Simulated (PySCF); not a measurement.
# Electronic structure of Ta (tantalum, neutral) at the UHF level

Configuration: [Xe] 4f14 5d3 6s2, high-spin 4F determinant. Calculation: PySCF 2.14, in aug-cc-pVDZ-PP with ECP60MDF; scalar relativity through the core potential.

```json
{
  "Total energy": "-56.740352 hartree",
  "One-electron energy": "-95.1665 hartree",
  "Hartree (Coulomb) energy": "44.5237 hartree",
  "Exchange energy": "-6.0975 hartree",
  "⟨S²⟩": "3.7729",
  "⟨L²⟩": "12.028",
  "Sum of ⟨r⟩": "23.85 bohr",
  "Sum of ⟨r²⟩": "60.63 bohr²",
  "Time after the integrals": "0.3 s of wall time on 1 thread of Neoverse-V1 (shared host)"
}
```

| shell | electrons | mean orbital energy (eV) | rms radius, mean of both spins (bohr) |
| --- | --- | --- | --- |
| 5s α | 1 | -87.444 | 1.19 |
| 5s β | 1 | -84.698 | 1.19 |
| 5p α | 3 | -49.763 | 1.40 |
| 5p β | 3 | -45.528 | 1.40 |
| 5d α | 3 | -8.895 | 2.33 |
| 6s α | 1 | -7.708 | 3.85 |
| 6s β | 1 | -5.949 | 3.85 |

Energies and moments cover only the electrons outside the core potential. Spin-orbit coupling, absent here, splits the open shell strongly.
